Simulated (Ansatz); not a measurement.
`NC1(F)BN1` + H₂ → `FC1BN1` + NH₃ at 600 K and 1 bar (hydrogenolysis of a C–N bond).

Program: Ansatz. Geometries: PBE0-D4/def2-TZVP. ΔE: electronic, gas phase. CCSD(T)/CBS adds triple-zeta CCSD(T) − MP2 to the extrapolated MP2 energy (def2 sets, frozen cores). This one scheme is used for every species. Each species was taken in one conformer, which may not be the lowest.

| species | CCSD(T)/CBS energy (Eh) | H − E (kJ/mol) | S (J/(mol·K)) |
| --- | --- | --- | --- |
| `NC1(F)BN1` | -274.42071 | 217.6 | 375.0 |
| H₂ | -1.17544 | 43.9 | 150.8 |
| `FC1BN1` | -219.10976 | 161.6 | 328.6 |
| NH₃ | -56.50880 | 112.4 | 219.5 |

H − E and S are ideal-gas, rigid-rotor, harmonic terms from PBE0-D4/def2-TZVP, for one conformer and one mirror image of each species. The MP2-based limit puts H₂ 0.8 mEh under its directly extrapolated value; such offsets cancel only in part. 1 Eh = 2625.50 kJ/mol, R = 8.31446 J/(mol·K).

By hand: ΔE, ΔH, ΔS and ΔG.

ΔE = (-219.10976) + (-56.50880) − (-274.42071) − (-1.17544) = -0.02241 Eh = -58.8 kJ/mol. Δ(H − E) = 161.6 + 112.4 − 217.6 − 43.9 = 12.5, so ΔH = -46.3 kJ/mol. ΔS = 328.6 + 219.5 − 375.0 − 150.8 = 22.3 J/(mol·K). ΔG = -46.3 − 600 × (22.3)/1000 = -59.7 kJ/mol.

By hand: the equilibrium constant, and the temperature at which ΔG would vanish if ΔH and ΔS stayed fixed.

log₁₀ K = −ΔG/(RT ln 10) = 5.2. ΔH and −TΔS have one sign here, so there is no such temperature.

ΔH outweighs TΔS. A doubt of 5 kJ/mol in ΔE shifts log₁₀ K by 0.4 here. Other conformers and mirror images would add mixing entropy, several J/(mol·K) or more a flexible species. These are equilibria of isolated gas molecules and say nothing of rates. Largest T1 diagnostic: 0.014 (customary marks: 0.02 for closed shells, 0.045 for open ones).
